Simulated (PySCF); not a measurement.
# Tin: a sound run and one with changed settings

Sound run: Sn [Kr] 4d10 5s2 5p2, Sn⁺ [Kr] 4d10 5s2 5p1. Computed with PySCF 2.14 in cc-pVTZ-PP with ECP28MDF (5s4p3d1f, 39 functions), with scalar relativity through the core potential. The sound run starts from symmetry-adapted Hartree-Fock orbitals and uses a fine grid where one is needed.

Changed run: initial guess 1e, at most 2 SCF cycles. This setting is unsound on purpose.

| species | method | sound run (hartree) | changed run (hartree) | converged |
| --- | --- | --- | --- | --- |
| Sn | UHF | -213.34024 | -213.15858 | no |
| Sn | M06-2X | -214.19481 | -212.76333 | no |
| Sn | r2SCAN | -214.33058 | -211.56580 | no |
| Sn⁺ | UHF | -213.08826 | -213.03575 | no |
| Sn⁺ | M06-2X | -213.93058 | -213.48690 | no |
| Sn⁺ | r2SCAN | -214.05833 | -212.79860 | no |

The SCF was stopped early; the energies are upper bounds that still move, and correlated levels were skipped or rest on poor orbitals.
